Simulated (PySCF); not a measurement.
# C⁺: excitation energy

C⁺ [He] 2s2 2p1 (2P) → C⁺ [He] 2s1 2p1 3d1 (high-spin determinant), as a difference of total energies. Computed with PySCF 2.14 in aug-cc-pV5Z (7s6p5d4f3g2h, 127 functions), with the non-relativistic Hamiltonian (point nucleus). Correlated levels: valence: 1s2 frozen. The calculations carry no spin-orbit coupling.

```csv
method,excitation energy (eV)
UHF,22.603
LDA,23.410
PBE,23.239
PBE0,23.382
r2SCAN,23.198
TPSSh,23.589
PBEsol,23.154
BHandHLYP,23.890
MP2 (valence),23.908
SCS-MP2 (valence),24.271
```

How much does correlation contribute at MP2 (valence)?

23.908 − (22.603) = 1.305 eV, measured against UHF.

The promoted electron is Rydberg-like, and one or two diffuse shells describe it only roughly, which tends to raise the upper state.

The determinant of the upper state mixes LS terms, which raises its energy above the lowest term, most at the Hartree-Fock and MP2 levels.
